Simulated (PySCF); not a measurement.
C₂H₉FOSi₂, SMILES F[Si@@H](O)[C@H](C)[SiH3].

The structure is a stationary point at PBE-D3(BJ)/def2-SVP. The structure was generated by enumeration; whether it is a known compound was not checked. The values are those of a single conformer.

All values below come from PBE-D3(BJ)/def2-SVP in PySCF.

Frequencies are harmonic and unscaled.

**Question.** Give all harmonic wavenumbers and intensities. (The exact figures need the calculation; the answer reports its results.)

**Answer.** 
```json
[
 {"mode": "1", "ν (cm⁻¹)": "25", "IR (km/mol)": "0.3", "moving atoms (share of kinetic energy)": "O 26 %, F 23 %, C 17 %, H 17 %, Si 16 %"},
 {"mode": "2", "ν (cm⁻¹)": "99", "IR (km/mol)": "0.2", "moving atoms (share of kinetic energy)": "F 30 %, Si 27 %, H 24 %, O 11 %, C 9 %"},
 {"mode": "3", "ν (cm⁻¹)": "147", "IR (km/mol)": "0.2", "moving atoms (share of kinetic energy)": "H 80 %"},
 {"mode": "4", "ν (cm⁻¹)": "188", "IR (km/mol)": "5.5", "moving atoms (share of kinetic energy)": "H 40 %, O 20 %, C 18 %, Si 16 %"},
 {"mode": "5", "ν (cm⁻¹)": "193", "IR (km/mol)": "0.7", "moving atoms (share of kinetic energy)": "H 73 %, C 14 %"},
 {"mode": "6", "ν (cm⁻¹)": "210", "IR (km/mol)": "2.5", "moving atoms (share of kinetic energy)": "H 49 %, C 26 %, Si 17 %"},
 {"mode": "7", "ν (cm⁻¹)": "240", "IR (km/mol)": "35.8", "moving atoms (share of kinetic energy)": "H 47 %, Si 21 %, F 17 %, C 8 %"},
 {"mode": "8", "ν (cm⁻¹)": "272", "IR (km/mol)": "11.1", "moving atoms (share of kinetic energy)": "Si 30 %, H 27 %, O 17 %, C 15 %, F 11 %"},
 {"mode": "9", "ν (cm⁻¹)": "316", "IR (km/mol)": "70.8", "moving atoms (share of kinetic energy)": "H 50 %, C 17 %, O 15 %, F 13 %"},
 {"mode": "10", "ν (cm⁻¹)": "369", "IR (km/mol)": "24.4", "moving atoms (share of kinetic energy)": "Si 29 %, O 22 %, F 22 %, C 15 %, H 13 %"},
 {"mode": "11", "ν (cm⁻¹)": "521", "IR (km/mol)": "1.9", "moving atoms (share of kinetic energy)": "H 52 %, Si 30 %, C 16 %"},
 {"mode": "12", "ν (cm⁻¹)": "612", "IR (km/mol)": "13.1", "moving atoms (share of kinetic energy)": "H 76 %, Si 15 %, C 9 %"},
 {"mode": "13", "ν (cm⁻¹)": "663", "IR (km/mol)": "51.3", "moving atoms (share of kinetic energy)": "H 59 %, C 27 %, Si 14 %"},
 {"mode": "14", "ν (cm⁻¹)": "736", "IR (km/mol)": "197.4", "moving atoms (share of kinetic energy)": "H 77 %, C 14 %"},
 {"mode": "15", "ν (cm⁻¹)": "762", "IR (km/mol)": "32.6", "moving atoms (share of kinetic energy)": "H 41 %, C 36 %, Si 14 %"},
 {"mode": "16", "ν (cm⁻¹)": "795", "IR (km/mol)": "69.8", "moving atoms (share of kinetic energy)": "H 36 %, F 26 %, O 21 %, Si 14 %"},
 {"mode": "17", "ν (cm⁻¹)": "820", "IR (km/mol)": "11.8", "moving atoms (share of kinetic energy)": "H 70 %, O 22 %"},
 {"mode": "18", "ν (cm⁻¹)": "865", "IR (km/mol)": "125.4", "moving atoms (share of kinetic energy)": "H 66 %, Si 20 %, F 9 %"},
 {"mode": "19", "ν (cm⁻¹)": "902", "IR (km/mol)": "223.7", "moving atoms (share of kinetic energy)": "H 77 %, Si 16 %"},
 {"mode": "20", "ν (cm⁻¹)": "909", "IR (km/mol)": "49.3", "moving atoms (share of kinetic energy)": "H 94 %"},
 {"mode": "21", "ν (cm⁻¹)": "916", "IR (km/mol)": "48.5", "moving atoms (share of kinetic energy)": "H 96 %"},
 {"mode": "22", "ν (cm⁻¹)": "924", "IR (km/mol)": "106.7", "moving atoms (share of kinetic energy)": "H 37 %, Si 35 %, O 17 %, F 9 %"},
 {"mode": "23", "ν (cm⁻¹)": "948", "IR (km/mol)": "14.1", "moving atoms (share of kinetic energy)": "H 76 %, C 17 %"},
 {"mode": "24", "ν (cm⁻¹)": "980", "IR (km/mol)": "66.3", "moving atoms (share of kinetic energy)": "H 84 %, C 8 %"},
 {"mode": "25", "ν (cm⁻¹)": "1029", "IR (km/mol)": "33.5", "moving atoms (share of kinetic energy)": "C 79 %, H 20 %"},
 {"mode": "26", "ν (cm⁻¹)": "1095", "IR (km/mol)": "41.4", "moving atoms (share of kinetic energy)": "H 52 %, C 45 %"},
 {"mode": "27", "ν (cm⁻¹)": "1217", "IR (km/mol)": "6.6", "moving atoms (share of kinetic energy)": "H 70 %, C 29 %"},
 {"mode": "28", "ν (cm⁻¹)": "1344", "IR (km/mol)": "0.9", "moving atoms (share of kinetic energy)": "H 83 %, C 17 %"},
 {"mode": "29", "ν (cm⁻¹)": "1421", "IR (km/mol)": "6.3", "moving atoms (share of kinetic energy)": "H 96 %"},
 {"mode": "30", "ν (cm⁻¹)": "1429", "IR (km/mol)": "9.0", "moving atoms (share of kinetic energy)": "H 97 %"},
 {"mode": "31", "ν (cm⁻¹)": "2150", "IR (km/mol)": "98.5", "moving atoms (share of kinetic energy)": "H 98 %"},
 {"mode": "32", "ν (cm⁻¹)": "2159", "IR (km/mol)": "66.6", "moving atoms (share of kinetic energy)": "H 96 %"},
 {"mode": "33", "ν (cm⁻¹)": "2176", "IR (km/mol)": "137.6", "moving atoms (share of kinetic energy)": "H 97 %"},
 {"mode": "34", "ν (cm⁻¹)": "2186", "IR (km/mol)": "97.0", "moving atoms (share of kinetic energy)": "H 96 %"},
 {"mode": "35", "ν (cm⁻¹)": "2960", "IR (km/mol)": "26.9", "moving atoms (share of kinetic energy)": "H 97 %"},
 {"mode": "36", "ν (cm⁻¹)": "2977", "IR (km/mol)": "1.9", "moving atoms (share of kinetic energy)": "H 93 %"},
 {"mode": "37", "ν (cm⁻¹)": "3045", "IR (km/mol)": "11.4", "moving atoms (share of kinetic energy)": "H 91 %, C 9 %"},
 {"mode": "38", "ν (cm⁻¹)": "3047", "IR (km/mol)": "12.0", "moving atoms (share of kinetic energy)": "H 91 %, C 9 %"},
 {"mode": "39", "ν (cm⁻¹)": "3765", "IR (km/mol)": "82.2", "moving atoms (share of kinetic energy)": "H 94 %"}
]
```
